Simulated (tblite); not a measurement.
Start geometry of `C[SiH2][SiH2]NCC(F)(F)F` from a force field or distance geometry (Å):
```
atom  x, y, z in Å
C1     3.4887    0.5728    0.1294
Si2    2.2013   -0.7709    0.1309
Si3    0.1766    0.1401    0.2086
N4    -1.1099   -1.0979    0.0867
C5    -2.2423   -0.6116   -0.6568
C6    -2.8371    0.6050   -0.0190
F7    -3.2923    0.3861    1.2731
F8    -1.9290    1.6584   -0.0341
F9    -3.9451    0.9371   -0.7662
H10    4.2077    0.3562    0.9389
H11    3.9287    0.5849   -0.8730
H12    2.9645    1.5231    0.3977
H13    2.2748   -1.4644   -1.1646
H14    2.4392   -1.7566    1.1887
H15   -0.0704    0.9599    1.4002
H16    0.0869    1.0724   -0.9361
H17   -1.4368   -1.2950    1.0900
H18   -1.9241   -0.3402   -1.7026
H19   -2.9911   -1.4503   -0.6995
```

**Question.** What comes out of this run: tblite, GFN2-xTB geometry optimisation, gas phase?

**Answer.** 
```
atom  x, y, z in Å
C1     3.685    0.357    0.245
Si2    2.153   -0.756    0.374
Si3    0.297    0.477   -0.219
N4    -0.996   -0.680   -0.250
C5    -2.286   -0.379   -0.778
C6    -3.178    0.364    0.216
F7    -3.243   -0.269    1.399
F8    -2.747    1.606    0.473
F9    -4.441    0.480   -0.226
H10    4.594   -0.194    0.464
H11    3.787    0.775   -0.753
H12    3.629    1.188    0.942
H13    2.393   -1.936   -0.473
H14    2.104   -1.281    1.750
H15    0.023    1.645    0.638
H16    0.265    0.994   -1.596
H17   -1.049   -1.349    0.504
H18   -2.177    0.262   -1.655
H19   -2.823   -1.292   -1.063
```

The energy falls by 95.9 kJ/mol over 119 L-BFGS steps, the largest force on an atom goes from 2.49 to 0.009 eV/Å, and the atoms move by 0.680 Å rms after alignment. The bond that changes most is Si2–Si3 (both ends SiH2 silicon), which lengthens by 0.084 Å. Bonds longer at the end by more than 0.005 Å: 5 of 18; shorter: 12. Among the angles that change most is Si3–N4–H17, from 106.4° to 117.9°. Among the dihedrals that turn most is H10–C1–Si2–H13, from -118° to -53°. Rotational constants go from 3028, 469.5, 449.5 to 3256, 413.6, 405.0 MHz. The orientation of the end geometry is arbitrary; only internal coordinates are fixed.

Hardware: one thread of an Arm Neoverse V1, no GPU, shared host with 32 logical CPUs at a one-minute load of 24. Cost: 1.1 s.

Its GFN2-xTB frequencies are all real (lowest 18 cm⁻¹). One conformer, not necessarily the lowest.

All values are computed, not measured.
